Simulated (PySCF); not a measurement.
An unknown shows these calculated signals:

¹H NMR (300 MHz, computed): δ 4.61 (m, 2H), 4.41 (m, 2H), 4.25 (s, 6H), 1.14 (m, 2H).

¹³C{¹H} NMR (computed): δ 185.9 (C), 67.0 (CH2), 10.8 (CH2), 7.6 (C).

Calculated, not measured (PySCF): GFN2-xTB geometry, shielding tensors at PBE0/pcSseg-1 (GIAO). Fast rotation and ring inversion assumed for equivalent nuclei, one conformer, non-relativistic, gas phase.

Shifts are taken against calculated references (same method and geometry level): TMS for ¹H, ¹³C.

Which of these does the molecule contain: a tert-butyl group, an S-methyl group, a methoxy group, an ester, a Si–H bond?

Results:


- A tert-butyl group: no.
- An S-methyl group: no.
- A methoxy group: no.
- An ester: yes (δC 185.9).
- A Si–H bond: yes (δH 4.41 (m)).

The data belong to `O1C(=O)C([SiH3])([SiH3])[SiH2]CC1`, C$_{4}$H$_{12}$O$_{2}$Si$_{3}$; they needn't prove each group on their own.

Carbon signals by region: 1 in the far downfield region (above 160 ppm), 1 at 50–100 ppm, 2 below 50 ppm. Above 160 ppm: 185.9, ester carbonyl carbon.

Shifts are as computed. Against solution values, carbons near 30 ppm lie about +3 ppm off and those near 130 ppm about +5 ppm. Of 1309 compounds with measured shifts, 239 miss one by over three times the rms of a fit or turn the order of signals round; such compounds aren't used in these exercises. Multiplicities follow the n + 1 count of equivalent neighbours, as no J values were calculated; m marks all less simple cases, F and P coupling included.
